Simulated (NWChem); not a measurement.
System: GaN₂H₄F; SMILES [F][Ga]([NH2])[NH2]

The following NWChem deck was run.

```
start job
memory heap 200 mb stack 900 mb global 1100 mb
geometry units angstroms noautoz
  Ga     0.000000     0.000000     0.019084
  F      0.000000     0.000000     1.795050
  N     -1.640966    -0.024308    -0.781246
  H     -1.742132     0.373414    -1.718007
  H     -2.441924     0.233228    -0.198749
  N      1.640966     0.024308    -0.781246
  H      1.742132    -0.373414    -1.718007
  H      2.441924    -0.233228    -0.198749
end
basis spherical
  * library pcseg-2
end
dft
  xc xpbe96 cpbe96
  iterations 150
  semidirect filesize 400000000
  mulliken
end
task dft energy
```

Coordinates come from a PBE-D3(BJ)/def2-SVP optimisation.

Problem. Give the results of this calculation. (PBE/pcseg-2.) Quantities: basis functions; energy (Ha); highest occupied level (eV); orbital gap (eV); dipole (D).

Solution. 
```yaml
number_of_basis_functions: 189
energy (Ha): -2136.32
highest occupied level (eV): -6.12
orbital gap (eV): 4.61
dipole (D): 2.65
```
